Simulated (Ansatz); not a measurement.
`C[CH](F)[InH2]` + H₂Se → `[SeH][InH2]` + `CCF` at 500 K and 1 bar (ligand exchange at the In–C bond).

Program: Ansatz. Geometries: PBE0-D4/def2-TZVP. ΔE: electronic, gas phase. CBS: MP2 limit from def2 TZ/QZ plus the TZ coupled-cluster correction, frozen cores. def2 core potentials past Kr. For In, Se outer-core shells are correlated without core-valence functions, which leaves a few kJ/mol of doubt a bond. Scalar relativity is left out up to krypton.

```json
{"species": "`C[CH](F)[InH2]`", "CCSD(T)/CBS energy (Eh)": "-369.27081", "H − E (kJ/mol)": "223.3", "S (J/(mol·K))": "411.8"}
{"species": "H₂Se", "CCSD(T)/CBS energy (Eh)": "-2401.89790", "H − E (kJ/mol)": "53.1", "S (J/(mol·K))": "237.8"}
{"species": "`[SeH][InH2]`", "CCSD(T)/CBS energy (Eh)": "-2592.33228", "H − E (kJ/mol)": "82.0", "S (J/(mol·K))": "341.7"}
{"species": "`CCF`", "CCSD(T)/CBS energy (Eh)": "-178.90141", "H − E (kJ/mol)": "205.5", "S (J/(mol·K))": "299.6"}
```

H − E and S are ideal-gas, rigid-rotor, harmonic terms from PBE0-D4/def2-TZVP, for one conformer and one mirror image of each species. 1 Eh = 2625.50 kJ/mol, R = 8.31446 J/(mol·K).

**Question.** By hand: ΔE, ΔH, ΔS and ΔG.

**Answer.** ΔE = (-2592.33228) + (-178.90141) − (-369.27081) − (-2401.89790) = -0.06498 Eh = -170.6 kJ/mol. Δ(H − E) = 82.0 + 205.5 − 223.3 − 53.1 = 11.1, so ΔH = -159.5 kJ/mol. ΔS = 341.7 + 299.6 − 411.8 − 237.8 = -8.3 J/(mol·K). ΔG = -159.5 − 500 × (-8.3)/1000 = -155.3 kJ/mol.

**Question.** By hand: the equilibrium constant, and the temperature at which ΔG would vanish if ΔH and ΔS stayed fixed.

**Answer.** log₁₀ K = −ΔG/(RT ln 10) = 16.2. ΔG = 0 at ΔH/ΔS = 19217 K, far beyond where these terms or the molecules hold.

The number of gas molecules stays the same, so ΔS is small and ΔH decides. A doubt of 5 kJ/mol in ΔE shifts log₁₀ K by 0.5 here. Other conformers and mirror images would add mixing entropy, several J/(mol·K) or more a flexible species. Modes under 60 cm⁻¹, often nearly free rotors, make the harmonic entropy too high. These are equilibria of isolated gas molecules and say nothing of rates. Largest T1 diagnostic: 0.013 (customary marks: 0.02 for closed shells, 0.045 for open ones).
